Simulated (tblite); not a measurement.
CH3NO, charge +1, doublet, geometry from GFN2-xTB (a state made from the parent by changing its charge; the spin is typed, not shown lowest); IPEA1-xTB (tblite 0.6.0).

The tblite input:
```
$ tblite run mol.xyz --method ipea1 --charge 1 --spin 1 --json tblite.json --no-restart

# file mol.xyz
6

N     -1.07509974     0.20433876     0.11666389
C      0.21158204     0.22817973    -0.04331831
O      1.10820948    -0.55611055    -0.09405105
H     -1.54880391    -0.69423290     0.24305677
H     -1.66441500     1.03134451     0.12637816
H      0.60374895     1.31232308    -0.17376392
```

Output, abridged:

```
xTB calculator
 | screened Coulomb repulsion
 | Coulomb electrostatics
 |  * isotropic Klopman-Ohno-Mataga-Nishimoto electrostatics
 |  * onsite third-order electrostatics
 | DFT-D3(BJ) dispersion correction

halogen bonding energy    0.0000000000000E+00 Eh
repulsion energy          1.6462300950265E-01 Eh
dispersion energy        -1.0111918927478E-03 Eh
number of electrons       1.7000000000000E+01 e
integral cutoff           4.0000000000000E+01 bohr

------------------------------------------------------------
  cycle        total energy    energy error   density error
------------------------------------------------------------
      1     -11.81434524156  -1.1977957E+01   5.0945874E-01
      2     -11.91517192915  -1.0082669E-01   3.1888778E-01
      3     -11.98536688430  -7.0194955E-02   2.0192464E-01
      4     -12.04718815817  -6.1821274E-02   4.5894042E-02
      5     -12.04987671584  -2.6885577E-03   1.3565308E-02
      6     -12.05032289012  -4.4617429E-04   2.0123607E-03
      7     -12.05032897847  -6.0883461E-06   8.3887876E-04
      8     -12.05033031458  -1.3361099E-06   1.4663802E-04
      9     -12.05033032659  -1.2013157E-08   5.3855459E-05
     10     -12.05033033660  -1.0004564E-08   1.3854018E-06
------------------------------------------------------------

electronic energy        -1.2213942154208E+01 Eh
total energy             -1.2050330336598E+01 Eh

Post processing:
 | Mayer-Wiberg bond orders

[Info] JSON dump of results written to 'tblite.json'
```
